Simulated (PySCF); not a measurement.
Method: PBE-D3(BJ)/def2-TZVP // PBE0-D4/def2-TZVP run with PySCF. All species are isolated molecules in the gas phase. One relaxed conformer stands for a flexible species; it need not be the lowest. 

Reference species (SMILES): `O[SiH3]` (neutral, multiplicity 1).

| Item | Value |
|---|---|
| LUMO | -0.83 eV |
| HOMO–LUMO gap | 6.38 eV |
| HOMO | -7.21 eV |

After one change: the LUMO rises by 0.39 eV; the HOMO–LUMO gap decreases by 0.07 eV; the HOMO increases by 0.46 eV.

Task: What was changed between the two runs? The new species is one of these.
A) `C[S@](=O)[SiH2]O` (O–S–Si–O torsion -17°, S–Si–O–H torsion 14°)
B) `CC(=O)[SiH2]O` (O–C–Si–O torsion 0°, C–Si–O–H torsion 0°)
C) `O[SiH2][GeH3]` (H–O–Si–Ge torsion 60°)
D) `O[SiH2]C1CC1` (H–O–Si–C torsion 56°, O–Si–C–C torsion -156°)

Result: D, `O[SiH2]C1CC1` (H–O–Si–C torsion 56°, O–Si–C–C torsion -156°)
